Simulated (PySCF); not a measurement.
How methods differ on the ionisation energy of Cl²⁺

Cl²⁺ [Ne] 3s2 3p3 (4S) → Cl³⁺ [Ne] 3s2 3p2 (3P), as a difference of total energies. All numbers are calculated (PySCF 2.14, the spin-free X2C one-electron Hamiltonian (Gaussian nucleus), in x2c-TZVPall (5s5p2d1f, 37 functions)). Correlated levels: valence: [Ne] frozen. The calculations carry no spin-orbit coupling.

| method | ionisation energy (eV) |
| --- | --- |
| UHF | 38.943 |
| MN15 | 39.706 |
| M06-2X | 39.446 |
| MP2 (valence) | 39.572 |
| SCS-MP2 (valence) | 39.378 |
| CCSD (valence) | 39.507 |
| CCSD(T) (valence) | 39.541 |

Problem. How much does correlation contribute at CCSD(T) (valence)?

Solution. 39.541 − (38.943) = 0.598 eV, measured against UHF.

The reference lies between the lowest fine-structure levels, while these numbers refer to the centres of the terms.

Errors of the correlated levels include the incompleteness of this basis and the frozen core.

For comparison: 39.8 ± 0.11 eV (semi-empirical (NIST evaluation); NIST Atomic Spectra Database, ionization energies).
